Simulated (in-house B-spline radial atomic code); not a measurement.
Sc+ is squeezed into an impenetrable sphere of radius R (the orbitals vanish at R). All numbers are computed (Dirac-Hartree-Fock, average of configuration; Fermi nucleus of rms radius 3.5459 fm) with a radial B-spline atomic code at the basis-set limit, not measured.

Energies in eV above the free ion in [Ar] 3d1 4s1:

```json
{"R (bohr)": "7.18", "highest level (eV)": "-11.9", "[Ar] 3d1 4s1": "0.1892", "[Ar] 3d1 4f1": "12.84", "[Ne] 3s2 3p5 3d2 4s1": "31.95"}
{"R (bohr)": "6.37", "highest level (eV)": "-11.7", "[Ar] 3d1 4s1": "0.4972", "[Ar] 3d1 4f1": "14.79", "[Ne] 3s2 3p5 3d2 4s1": "32.24"}
{"R (bohr)": "4.93", "highest level (eV)": "-9.62", "[Ar] 3d1 4s1": "2.631", "[Ar] 3d1 4f1": "21.58", "[Ne] 3s2 3p5 3d2 4s1": "34.37"}
{"R (bohr)": "4.22", "highest level (eV)": "-6.43", "[Ar] 3d1 4s1": "6.086", "[Ar] 3d1 4f1": "28.28", "[Ne] 3s2 3p5 3d2 4s1": "37.94"}
{"R (bohr)": "3.39", "highest level (eV)": "3.56", "[Ar] 3d1 4s1": "17.71", "[Ar] 3d1 4f1": "43.48", "[Ne] 3s2 3p5 3d2 4s1": "50.21"}
{"R (bohr)": "3.14", "highest level (eV)": "9.65", "[Ar] 3d1 4s1": "25.35", "[Ar] 3d1 4f1": "51.46", "[Ne] 3s2 3p5 3d2 4s1": "58.29"}
{"R (bohr)": "2.62", "highest level (eV)": "33.2", "[Ar] 3d1 4s1": "58.61", "[Ar] 3d1 4f1": "81.34", "[Ne] 3s2 3p5 3d2 4s1": "93.11"}
{"R (bohr)": "2.29", "highest level (eV)": "63.3", "[Ar] 3d1 4s1": "108.3", "[Ar] 3d1 4f1": "122.2", "[Ne] 3s2 3p5 3d2 4s1": "144.4"}
{"R (bohr)": "1.63", "highest level (eV)": "230", "[Ar] 3d1 4s1": "470.3", "[Ar] 3d1 4f1": "412", "[Ne] 3s2 3p5 3d2 4s1": "508.9"}
{"R (bohr)": "1.36", "highest level (eV)": "412", "[Ar] 3d1 4s1": "959.9", "[Ar] 3d1 4f1": "808.7", "[Ne] 3s2 3p5 3d2 4s1": "993"}
```

**Question.** Does [Ar] 3d1 4f1 fall below [Ar] 3d1 4s1 under compression?

**Answer.** Yes, between R = 2.29 and 1.63 bohr the order changes (near 2.16 bohr by linear interpolation).

**Question.** Does [Ne] 3s2 3p5 3d2 4s1 fall below [Ar] 3d1 4s1 under compression?

**Answer.** No, it stays above over the whole range.

The highest level is first positive in the row R = 3.39 bohr, pushed up by confinement above the zero of the free ion's potential. Each configuration is held fixed and needn't be the lowest in the sphere.
